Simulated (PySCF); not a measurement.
CH₂NS, SMILES S=[C]N, multiplicity 2. Atoms are numbered in the order given.

```xyz
5

N     -0.1199    -1.5924     0.0000
C      0.4252    -0.4025     0.0000
S     -0.0651     1.1067     0.0000
H     -1.1251    -1.7265     0.0000
H      0.4550    -2.4181     0.0000
```
Charge 0, spin multiplicity 2.

Geometry: PBE0-D3(BJ)/def2-TZVP. The isomer is the one that the SMILES or the coordinates give; other isomers of the formula were not compared. The values are those of a single conformer.

Two levels are set side by side: PBE/pcH-1 (PySCF) and B3LYP/pcH-1 (PySCF). Contact hyperfine couplings, same geometry. Differences are taken from unrounded values.

```tsv
quantity	B3LYP	PBE	PBE minus B3LYP
A(iso) of 14N, atom N1 (MHz)	35.9	39.4	3.4
A(iso) of 13C, atom C2 (MHz)	307.1	290.5	-16.7
A(iso) of 33S, atom S3 (MHz)	16.3	8.9	-7.3
A(iso) of 1H, atom H4 (MHz)	102.3	104.3	2.0
A(iso) of 1H, atom H5 (MHz)	25.6	24.5	-1.2
```

Rough cost on one machine, each run with all the roots and properties that it gave: B3LYP against PBE within a factor of 2.
